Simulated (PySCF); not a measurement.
**Simulated absorption spectrum**

Compound: C₈H₁₀Se.
InChI=1S/C8H10Se/c1-7-3-5-8(9-2)6-4-7/h3-6H,1-2H3

The calculation used TDDFT CAM-B3LYP/def2-SVPD, vertical, gas phase, core orbitals frozen in the response (PySCF 2.14.0, density-fitted response routines). One conformer (not necessarily the lowest) at the PBE0-D3(BJ)/def2-SVP geometry, without solvent, vibrations or thermal averaging. Relativistic effects, spin–orbit coupling among them, are left out although an element past zinc is present. Torsions of this conformer, `[CH3:1][Se:2][c:3]1[cH:4][cH:5][c:6]([CH3:7])[cH:8][cH:9]1`: C1–Se2–C3–C4 -176°.

Broadening: Gaussians 0.5 eV wide at half height, area fixed by f = 4.319×10⁻⁹ ∫ε dν̃. The width is an assumption, not a result. The curve ends short of the highest state used, and states not computed would add to its high-energy end.

(E (eV), ε (L mol⁻¹ cm⁻¹)): (3.87, 0), (3.91, 0), (3.95, 1), (3.99, 2), (4.03, 3), (4.07, 6), (4.11, 10), (4.15, 17), (4.19, 28), (4.23, 45), (4.27, 70), (4.31, 106), (4.35, 156), (4.39, 225), (4.43, 321), (4.47, 451), (4.51, 628), (4.55, 869), (4.59, 1197), (4.63, 1640), (4.67, 2234), (4.71, 3013), (4.75, 4009), (4.79, 5241), (4.83, 6707), (4.87, 8375), (4.91, 10176), (4.95, 12008), (4.99, 13740), (5.03, 15228), (5.07, 16336), (5.10, 16851), (5.14, 17064), (5.18, 16721), (5.22, 15865), (5.26, 14590), (5.30, 13026), (5.34, 11319), (5.38, 9604), (5.42, 7995), (5.46, 6567), (5.50, 5358), (5.54, 4375), (5.58, 3599), (5.62, 2999), (5.66, 2544), (5.70, 2209), (5.74, 1978), (5.78, 1848), (5.82, 1826), (5.86, 1924), (5.90, 2156), (5.94, 2535), (5.98, 3068), (6.02, 3755), (6.06, 4588)

(1) Where are the band maxima, and which computed states make them?

(2) On this curve, what absorbance would a 10⁻⁴ mol/L sample give at 308 nm over a 1 cm path?

(3) Coming from long wavelengths, where does ε first pass 100 L mol⁻¹ cm⁻¹?

Answers

(1) 241 nm (5.14 eV), ε about 17000, made up of S3 (98%) (ε in L mol⁻¹ cm⁻¹; maxima over ε = 5, shares over 10%). At its high-energy end, 6.06 eV, the curve is still rising (ε about 4600, from S6 and S8). The states used: S1 4.62 eV (f 0.0013); S2 4.76 eV (f 0.013); S3 5.13 eV (f 0.311); S4 5.58 eV (f 0.027); S5 5.66 eV (f 0.0050); S6 6.22 eV (f 0.071); S7 6.43 eV (f 0.0017); S8 6.45 eV (f 0.133); S9 6.62 eV (f 0.070); S10 6.66 eV (f 0.056).

(2) 308 nm is 4.025 eV, where ε is about 3.1 L mol⁻¹ cm⁻¹, so A = ε c l ≈ 0.00031 (Beer–Lambert, with the gas-phase spectrum and the assumed width).

(3) At about 288 nm (4.30 eV), 0.32 eV below S1.

The vertical ionisation energy (ΔSCF) is 7.60 eV, 0.94 eV above S10.
